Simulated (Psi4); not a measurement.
CH$_{3}$Mg (SMILES [CH3][Mg+]), charge +1, singlet, geometry from GFN2-xTB (such geometries of metal compounds can be far from the true shape), with bond 3-2 at 3.0 times its length; Psi4 with HF/6-31G.

Here is a job for Psi4.
```
memory 2 GB

molecule {
1 1
  Mg   -0.66340694   -0.39668681   -0.52537335
  C     0.81021333    0.48447027    0.64163406
  H     2.31307959   -1.96096863    2.26688550
  H     0.29824984    1.18120060    1.32087899
  H     1.49018477    1.00289557   -0.04958766
}

set basis 6-31g
set reference uhf
set stability_analysis follow
set scf_type pk

energy('scf')
print_variables()
```

Q: Predict the main parts of the log of this Psi4 run.

A: 
```
   => Loading Basis Set <=

    Name: 6-31G
    Role: ORBITAL
    Keyword: BASIS

         ---------------------------------------------------------
                                   SCF
               by Justin Turney, Rob Parrish, Andy Simmonett
                          and Daniel G. A. Smith
                              UHF Reference
         ---------------------------------------------------------

  ==> Geometry <==

    Molecular point group: c1
    Full point group: C1

    Geometry (in Angstrom), charge = 1, multiplicity = 1:

       Center              X                  Y                   Z               Mass
    ------------   -----------------  -----------------  -----------------  -----------------
         MG          -0.610708846195    -0.307577220505    -0.491133909019    23.985041697000
         C            0.862911423805     0.573579859495     0.675873500981    12.000000000000
         H            2.365777683805    -1.871859040505     2.301124940981     1.007825032230
         H            0.350947933805     1.270310189495     1.355118430981     1.007825032230
         H            1.542882863805     1.092005159495    -0.015348219019     1.007825032230

  Running in c1 symmetry.

  Rotational constants: A =      1.47931  B =      0.35596  C =      0.30430 [cm^-1]
  Rotational constants: A =  44348.70760  B =  10671.27215  C =   9122.74915 [MHz]
  Nuclear repulsion =   31.970448687208073

  Charge       = 1
  Multiplicity = 1
  Electrons    = 20
  Nalpha       = 10
  Nbeta        = 10

  ==> Algorithm <==

  SCF Algorithm Type is PK.
  DIIS enabled.
  MOM disabled.
  Fractional occupation disabled.
  Guess Type is SAD.
  Energy threshold   = 1.00e-06
  Density threshold  = 1.00e-06
  Integral threshold = 1.00e-12

  ==> Primary Basis <==

  Basis Set: 6-31G
    Blend: 6-31G
    Number of shells: 18
    Number of basis functions: 28
    Number of Cartesian functions: 28
    Spherical Harmonics?: false
    Max angular momentum: 1

  ==> Integral Setup <==

  Using in-core PK algorithm.
   Calculation information:
      Number of atoms:                   5
      Number of AO shells:              18
      Number of primitives:             52
      Number of atomic orbitals:        28
      Number of basis functions:        28

      Integral cutoff                 1.00e-12
      Number of threads:                 1

  Performing in-core PK
  Using 165242 doubles for integral storage.
  We computed 14144 shell quartets total.
  Whereas there are 14706 unique shell quartets.

  ==> DiskJK: Disk-Based J/K Matrices <==

    J tasked:                  Yes
    K tasked:                  Yes
    wK tasked:                  No
    Schwarz Cutoff:          1E-12

  Minimum eigenvalue in the overlap matrix is 2.5373580048E-02.
  Reciprocal condition number of the overlap matrix is 5.9789302614E-03.
    Using symmetric orthogonalization.

  ==> Pre-Iterations <==

  SCF Guess: Superposition of Atomic Densities via on-the-fly atomic UHF (no occupation information).

   -------------------------
    Irrep   Nso     Nmo
   -------------------------
     A         28      28
   -------------------------
    Total      28      28
   -------------------------

  ==> Iterations <==

                        Total Energy        Delta E     RMS |[F,P]|

   @UHF iter SAD:  -238.04532044525610   -2.38045e+02   0.00000e+00
   @UHF iter   1:  -238.25318658659393   -2.07866e-01   2.02819e-02 ADIIS/DIIS
   @UHF iter   2:  -237.90535979547786    3.47827e-01   2.85617e-02 ADIIS/DIIS
   @UHF iter   3:  -238.61729981226719   -7.11940e-01   2.79729e-03 ADIIS/DIIS
   @UHF iter   4:  -238.61947811696575   -2.17830e-03   3.16168e-03 ADIIS/DIIS
   @UHF iter   5:  -238.62446744097741   -4.98932e-03   1.84358e-03 ADIIS/DIIS
   @UHF iter   6:  -238.62759674179884   -3.12930e-03   2.44538e-04 ADIIS/DIIS
   @UHF iter   7:  -238.62798483227081   -3.88090e-04   1.40959e-04 ADIIS/DIIS
   @UHF iter   8:  -238.62817567484922   -1.90843e-04   6.37603e-05 DIIS
   @UHF iter   9:  -238.62818729137726   -1.16165e-05   2.80296e-05 DIIS
   @UHF iter  10:  -238.62818872390997   -1.43253e-06   2.24123e-05 DIIS
   @UHF iter  11:  -238.62818928952663   -5.65617e-07   7.95170e-06 DIIS
   @UHF iter  12:  -238.62818937399007   -8.44634e-08   7.39281e-07 DIIS
  Energy and wave function converged.

    Negative totally symmetric eigenvalue detected: -0.299447
    Wavefunction unstable!
    Lowest UHF->UHF stability eigenvalues:
       A -0.299447

    Rotating orbitals by 0.5 * pi / 2 radians along unstable eigenvector.
    Running SCF again with the rotated orbitals.
   @UHF iter  13:  -238.65986009294275   -2.38660e+02   7.91680e-03 ADIIS/DIIS
   @UHF iter  14:  -238.76032136617232   -1.00461e-01   2.74294e-03 ADIIS/DIIS
   @UHF iter  15:  -238.77288847356945   -1.25671e-02   1.00494e-03 ADIIS/DIIS
   @UHF iter  16:  -238.77415487569320   -1.26640e-03   4.01466e-04 ADIIS/DIIS
   @UHF iter  17:  -238.77457031575608   -4.15440e-04   2.53636e-04 ADIIS/DIIS
   @UHF iter  18:  -238.77496911139201   -3.98796e-04   1.62715e-04 ADIIS/DIIS
   @UHF iter  19:  -238.77514103390538   -1.71923e-04   1.49107e-04 ADIIS/DIIS
   @UHF iter  20:  -238.77524842958726   -1.07396e-04   1.49124e-04 ADIIS/DIIS
   @UHF iter  21:  -238.77504123571612    2.07194e-04   1.43821e-04 ADIIS/DIIS
   @UHF iter  22:  -238.77310693628743    1.93430e-03   3.00619e-04 ADIIS/DIIS
   @UHF iter  23:  -238.77479075039378   -1.68381e-03   1.60511e-04 ADIIS/DIIS
   @UHF iter  24:  -238.77631593840482   -1.52519e-03   4.16429e-04 ADIIS/DIIS
   @UHF iter  25:  -238.77652894991857   -2.13012e-04   4.47518e-04 ADIIS/DIIS
   @UHF iter  26:  -238.77656144048964   -3.24906e-05   5.01942e-04 ADIIS/DIIS
   @UHF iter  27:  -238.77514880345740    1.41264e-03   4.14639e-04 ADIIS/DIIS
   @UHF iter  28:  -238.77528502693804   -1.36223e-04   4.50396e-04 ADIIS/DIIS
   @UHF iter  29:  -238.77518081662768    1.04210e-04   4.08814e-04 ADIIS/DIIS
[...]
   @UHF iter  44:  -238.77506678722176   -6.80461e-04   2.44064e-04 ADIIS/DIIS
   @UHF iter  45:  -238.77424787777338    8.18909e-04   2.77657e-04 ADIIS/DIIS
   @UHF iter  46:  -238.77461593690740   -3.68059e-04   2.79661e-04 ADIIS/DIIS
   @UHF iter  47:  -238.77515427983823   -5.38343e-04   2.91836e-04 ADIIS/DIIS
   @UHF iter  48:  -238.77438461655197    7.69663e-04   2.91356e-04 ADIIS/DIIS
   @UHF iter  49:  -238.77440484327482   -2.02267e-05   3.09025e-04 ADIIS/DIIS
   @UHF iter  50:  -238.77381695036107    5.87893e-04   3.24332e-04 ADIIS/DIIS
   @UHF iter  51:  -238.77510484980002   -1.28790e-03   3.11196e-04 ADIIS/DIIS
   @UHF iter  52:  -238.77455065128737    5.54199e-04   2.96087e-04 ADIIS/DIIS
   @UHF iter  53:  -238.77449334371221    5.73076e-05   3.00135e-04 ADIIS/DIIS
   @UHF iter  54:  -238.77476712186058   -2.73778e-04   2.88661e-04 ADIIS/DIIS
   @UHF iter  55:  -238.77371160211726    1.05552e-03   3.70229e-04 ADIIS/DIIS
   @UHF iter  56:  -238.77494801626409   -1.23641e-03   2.36018e-04 ADIIS/DIIS
   @UHF iter  57:  -238.77487525668988    7.27596e-05   1.85330e-04 ADIIS/DIIS
   @UHF iter  58:  -238.77528951780201   -4.14261e-04   2.21248e-04 ADIIS/DIIS
   @UHF iter  59:  -238.77373037926083    1.55914e-03   3.67153e-04 ADIIS/DIIS
   @UHF iter  60:  -238.77415285422279   -4.22475e-04   2.87127e-04 ADIIS/DIIS
   @UHF iter  61:  -238.77363300352704    5.19851e-04   3.71670e-04 ADIIS/DIIS
   @UHF iter  62:  -238.77373212591689   -9.91224e-05   3.59164e-04 ADIIS/DIIS
   @UHF iter  63:  -238.77410240731470   -3.70281e-04   3.16704e-04 ADIIS/DIIS
   @UHF iter  64:  -238.77398403271974    1.18375e-04   3.38266e-04 ADIIS/DIIS
   @UHF iter  65:  -238.77397735701760    6.67570e-06   3.17635e-04 ADIIS/DIIS
   @UHF iter  66:  -238.77387144067430    1.05916e-04   3.36674e-04 ADIIS/DIIS
   @UHF iter  67:  -238.77391270571871   -4.12650e-05   3.32508e-04 ADIIS/DIIS
   @UHF iter  68:  -238.77600731855654   -2.09461e-03   3.39866e-04 ADIIS/DIIS
   @UHF iter  69:  -238.77381679830600    2.19052e-03   3.83502e-04 ADIIS/DIIS
   @UHF iter  70:  -238.77385087431696   -3.40760e-05   3.74263e-04 ADIIS/DIIS
   @UHF iter  71:  -238.77381238488314    3.84894e-05   3.77845e-04 ADIIS/DIIS
   @UHF iter  72:  -238.77383869553560   -2.63107e-05   3.48737e-04 ADIIS/DIIS
   @UHF iter  73:  -238.77408887876692   -2.50183e-04   3.32035e-04 ADIIS/DIIS
   @UHF iter  74:  -238.77439419036119   -3.05312e-04   1.99432e-04 ADIIS/DIIS
   @UHF iter  75:  -238.77446069001167   -6.64997e-05   2.26145e-04 ADIIS/DIIS
   @UHF iter  76:  -238.77477954253868   -3.18853e-04   1.55207e-04 ADIIS/DIIS
   @UHF iter  77:  -238.76832843579214    6.45111e-03   9.43491e-04 ADIIS/DIIS
   @UHF iter  78:  -238.77374033210759   -5.41190e-03   2.84327e-04 ADIIS/DIIS
   @UHF iter  79:  -238.77689552222921   -3.15519e-03   5.94255e-04 ADIIS/DIIS
   @UHF iter  80:  -238.77428675873932    2.60876e-03   2.95006e-04 ADIIS/DIIS
   @UHF iter  81:  -238.77420575558008    8.10032e-05   2.92146e-04 ADIIS/DIIS
   @UHF iter  82:  -238.77401036784985    1.95388e-04   3.40184e-04 ADIIS/DIIS
   @UHF iter  83:  -238.77414835020454   -1.37982e-04   3.42125e-04 ADIIS/DIIS
   @UHF iter  84:  -238.77419956779511   -5.12176e-05   3.36710e-04 ADIIS/DIIS
   @UHF iter  85:  -238.77417509808092    2.44697e-05   3.43020e-04 ADIIS/DIIS
   @UHF iter  86:  -238.77432103830850   -1.45940e-04   3.09437e-04 ADIIS/DIIS
   @UHF iter  87:  -238.77427620087138    4.48374e-05   3.09089e-04 ADIIS/DIIS
   @UHF iter  88:  -238.77558125745480   -1.30506e-03   4.01416e-04 ADIIS/DIIS
   @UHF iter  89:  -238.77512236396046    4.58893e-04   2.97812e-04 ADIIS/DIIS
   @UHF iter  90:  -238.77416438011167    9.57984e-04   3.38057e-04 ADIIS/DIIS
   @UHF iter  91:  -238.77372799232396    4.36388e-04   3.66230e-04 ADIIS/DIIS
   @UHF iter  92:  -238.77421051146115   -4.82519e-04   3.17873e-04 ADIIS/DIIS
   @UHF iter  93:  -238.77457208131290   -3.61570e-04   2.66535e-04 ADIIS/DIIS
   @UHF iter  94:  -238.77415309583756    4.18985e-04   3.04918e-04 ADIIS/DIIS
   @UHF iter  95:  -238.77399967739862    1.53418e-04   3.38946e-04 ADIIS/DIIS
   @UHF iter  96:  -238.77409507203714   -9.53946e-05   3.47873e-04 ADIIS/DIIS
   @UHF iter  97:  -238.77377134430287    3.23728e-04   3.67916e-04 ADIIS/DIIS
   @UHF iter  98:  -238.77466193380820   -8.90590e-04   2.94940e-04 ADIIS/DIIS
   @UHF iter  99:  -238.77501601575673   -3.54082e-04   2.10628e-04 ADIIS/DIIS
   @UHF iter 100:  -238.77429925142457    7.16764e-04   2.23897e-04 ADIIS/DIIS

PsiException: Could not converge SCF iterations in 100 iterations.

Traceback (most recent call last):
  File "psi4", line 375, in <module>
  File "<string>", line 28, in <module>
  File "site-packages/psi4/driver/driver.py", line 533, in energy
  File "site-packages/psi4/driver/procrouting/proc.py", line 2760, in run_scf
  File "site-packages/psi4/driver/procrouting/proc.py", line 2047, in scf_helper
  File "site-packages/psi4/driver/procrouting/scf_proc/scf_iterator.py", line 99, in scf_compute_energy
  File "site-packages/psi4/driver/procrouting/scf_proc/scf_iterator.py", line 674, in scf_finalize_energy
  File "site-packages/psi4/driver/procrouting/scf_proc/scf_iterator.py", line 609, in scf_iterate

psi4.driver.p4util.exceptions.SCFConvergenceError: Could not converge SCF iterations in 100 iterations.

Printing out the relevant lines from the Psithon --> Python processed input file:
    core.IO.set_default_namespace("")
    core.set_global_option("BASIS", "6-31g")
    core.set_global_option("REFERENCE", "uhf")
    core.set_global_option("STABILITY_ANALYSIS", "follow")
    core.set_global_option("SCF_TYPE", "pk")
--> energy('scf')
    print_variables()

!-------------------------------------------------------!
!                                                       !
!  Could not converge SCF iterations in 100 iterations. !
!                                                       !
!-------------------------------------------------------!
```

Convergence was not reached.
